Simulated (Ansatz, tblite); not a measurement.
Forces on the cluster CdCl2 at its r2SCAN-D4/def2-TZVP geometry. The state is a singlet with charge 0.

In the def2 sets Cd takes a core potential; there is no spin–orbit coupling. The xTB rows come from tblite. The restricted singlet is unstable towards broken spin symmetry at other levels; at PBE-D4/def2-TZVP this wasn't settled. In the singlet, Cl2 and Cl3 lie 2.19 Å apart (atoms count from 1), so these atoms are partly bonded to each other. Another isomer (singlet) lies 3.05 eV lower at PBE0-D4/def2-TZVP; other spin states weren't run for this one.

GFN1-xTB (tblite), largest force 1.22 eV/Å:

```xyz
3
positions Å, forces eV/Å
Cd    0.070    2.384    0.446    0.001    0.026    0.005
Cl   -0.003   -0.118   -0.022   -0.035   -1.195   -0.223
Cl   -0.067   -2.266   -0.424    0.034    1.169    0.219
```

GFN2-xTB (tblite), largest force 0.79 eV/Å:

```
Cd -0.014 -0.490 -0.092
Cl 0.023 0.779 0.146
Cl -0.008 -0.289 -0.054
```

PBE-D4/def2-TZVP (Ansatz), largest force 0.14 eV/Å:

```
Cd 0.004 0.136 0.025
Cl -0.003 -0.103 -0.019
Cl -0.001 -0.033 -0.006
```
